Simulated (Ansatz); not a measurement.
Harmonic frequencies (cm⁻¹) at PBE0-D4/def2-TZVP from Ansatz: 475, 475, 690, 897, 1487, 1487.

(1) Which molecule is it?
A. BH₃
B. `FB(F)F`
C. `FB(F)O[SiH3]`
D. `BC(F)(F)F`

Answers

(1) B.
